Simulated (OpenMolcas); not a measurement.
## Mo4+: ligand-field states by method

Mo4+ with its 6 nearest fluoride ions at 1.952 Å, on the Ga site of K2NaGaF6 (a = 8.246 Å, distance in the model lattice 1.938 Å). The rest of the host is ab initio model potentials to 7.6 Å, with orthogonalisation functions on the cations behind the ligands, and point charges beyond; the distance is set by hand and nothing relaxes, and no local charge compensation is placed. Ligand basis ANO-RCC-VDZP.
```
Mo    0.0000    0.0000    0.0000
F     1.9520    0.0000    0.0000
F     0.0000    1.9520    0.0000
F    -1.9520    0.0000    0.0000
F     0.0000   -1.9520    0.0000
F     0.0000    0.0000    1.9520
F     0.0000    0.0000   -1.9520
```

| Item | Value |
| --- | --- |
| Program | OpenMolcas 26.06 |
| Basis | ANO-RCC-VTZP [7s6p4d2f1g] |
| Scalar Hamiltonian | DKH2, point nucleus |
| Active space | 2 electrons in 5 orbitals (4d) |
| State averaging | 2S+1 = 3 even, 10 roots; 2S+1 = 1 even, 15 roots |
| Spin-orbit coupling | RASSI with atomic mean-field integrals over the reference wave functions |

I. CASSCF
II. SS-CASPT2, IPEA 0.25 Eh, imaginary shift 0.1 Eh (closed shells correlated: 4s 4p and the ligand valence shells)

Spin-free states (labels of O, the rotations of Oh) in cm-1, each column counted from its own energy of the first state listed:

| State | Degeneracy | I | II |
| --- | --- | --- | --- |
| 3T1 | 3 | 0 | 0 |
| 1T2 | 3 | 10344 | 7350 |
| 1E | 2 | 10466 | 7450 |
| 1A1 | 1 | 23842 | 17900 |
| 3T2 | 3 | 30715 | 32160 |
| 3T1 | 3 | 39973 | 39010 |
| 1T2 | 3 | 42032 | 40260 |
| 1T1 | 3 | 44905 | 42400 |
| 3A2 | 1 | 62846 | 65730 |
| 1E | 2 | 74824 | 73360 |
| 1A1 | 1 | 88168 | 83190 |

From I to II, I's first state of the same spin (3T2) moves from 30715 to 32160 cm-1, by about +1400 cm-1.

From I to II, I's first state of another spin (1T2) moves from 10344 to 7350 cm-1, by about -3000 cm-1.

I: A least-squares ligand-field fit to the states below 45000 cm-1, each weighted by its degeneracy and with a free common offset, gives 10Dq = 32185 cm-1, B = 739 cm-1 and C = 2741 cm-1 (C/B = 3.71), with an rms deviation of 96 cm-1. The same method and metal basis give the free ion B = 861 cm-1 (fit to its terms below 60000 cm-1, rms deviation 23 cm-1), so the nephelauxetic ratio is β = 739 / 861 = 0.86; it hangs on how both fits weigh the states, and computed free-ion B values tend to be too large, so β mixes covalency with correlation.

II: A least-squares ligand-field fit to the states below 45000 cm-1, each weighted by its degeneracy and with a free common offset, gives 10Dq = 33307 cm-1, B = 557 cm-1 and C = 1924 cm-1 (C/B = 3.46), with an rms deviation of 140 cm-1. The same method and metal basis give the free ion B = 776 cm-1 (fit to its terms below 60000 cm-1, rms deviation 446 cm-1), so the nephelauxetic ratio is β = 557 / 776 = 0.72; it hangs on how both fits weigh the states, and computed free-ion B values tend to be too large, so β mixes covalency with correlation.

From I to II, 10Dq changes by +3 %, B by -25 % and C by -30 %.

χT at 300 K: I 0.40, II 0.39 cm3 K/mol.

Roots that are degenerate in the reference are averaged as groups; the widest CASPT2 spread within a group is 170 cm-1 (the 3-fold group of multiplicity 3 near 0 cm-1 above the lowest state of its run, II). Shifts and gaps below about the spread of the groups concerned are not significant. Over all roots computed the reference weight is 0.71 to 0.72 in II; a low but even weight reflects the number of correlated electrons. An orbital triplet at a regular site is open to Jahn-Teller coupling, which can distort the site and quench the lowest spin-orbit gaps and is left out. The least metal-like active orbital is 78 % on the metal (Löwdin) and no ligand orbital is active, so the numbers are rough. Ligand-to-metal charge-transfer states are missing. With no ligand orbital active B as a rule stays too high, so bands that hang on it stand too high and its fall with covalency is understated. Without dynamic correlation the repulsion within the d shell is too large (B by tens of per cent), so at a given field states of lower spin stand too high (holds for I). With metal d orbitals alone the field can be off either way by tens of per cent (holds for I). With one d shell and no ligand orbital active, 10Dq can be off by a tenth or more (holds for II). No measured value stands beside these numbers; the geometry was set by hand and not optimised.
